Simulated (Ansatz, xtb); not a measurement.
Stretching the Ge2–H3 bond in BGeH5 (SMILES [BH2][GeH3]) (multiplicity 1 held, fragments rigid). Energies count from the point at 1.540 Å.
Geometry at that point (charge 0, multiplicity 1):
```csv
atom,x (Å),y (Å),z (Å)
B,-1.6845,-0.0898,-0.3881
Ge,0.3243,0.0133,0.0725
H,1.1614,-1.1822,-0.4179
H,0.9348,1.2960,-0.5323
H,0.5058,0.1201,1.6021
H,-2.4052,0.7934,-0.0463
H,-2.1530,-1.0048,-0.9863
```

Restricted levels (R-, RO-) in cc, def2 and unpolarised 6-31G sets keep to the state of the molecule at rest. Unrestricted levels (U-) break spin symmetry where that is lower. Active spaces are followed from a long bond inwards. Levels need not reach the same state.

Cores are frozen in the correlated methods. Filled d and f shells under p-block atoms count as core.

The values were computed with Ansatz (a program for electronic structure); xtb for the GFN methods. Each number belongs to the level named beside it. The GFN methods have no spin term and hold the electronic entropy of 300 K.

Energies in kJ/mol.

| R (Å) | GFN2-xTB | R-MP2/cc-pVDZ | U-SCS-MP2/cc-pVDZ | U-CCSD(T)/cc-pVDZ | FIC-MRCISD+Q on CASSCF(2,2)/cc-pVDZ |
|---|---|---|---|---|---|
| 1.232 | 103 | 130 | 131 | 132 | 132 |
| 1.386 | 10 | 26 | 26 | 27 | 27 |
| 1.540 | 0 | 0 | 0 | 0 | 0 |
| 1.694 | 18 | 16 | 15 | 14 | 14 |
| 1.848 | 46 | 53 | 52 | 49 | 48 |
| 2.078 | 95 | 125 | 123 | 114 | 114 |
| 2.309 | 148 | 198 | 219 | 180 | 178 |
| 2.694 | 228 | 307 | 309 | 269 | 262 |
| 3.079 | 292 | 390 | 338 | 324 | 313 |
| 3.541 | 346 | 456 | 348 | 348 | 341 |
| 4.157 | 385 | 495 | 351 | 353 | 352 |
| 4.927 | 401 | 484 | 352 | 354 | 355 |

Doubts at one or more of the structures used: a restricted determinant that unrestricted orbitals would lower (R-MP2/cc-pVDZ); a spin-contaminated determinant (U-SCS-MP2/cc-pVDZ, U-CCSD(T)/cc-pVDZ); T1 above 0.05 (U-CCSD(T)/cc-pVDZ).
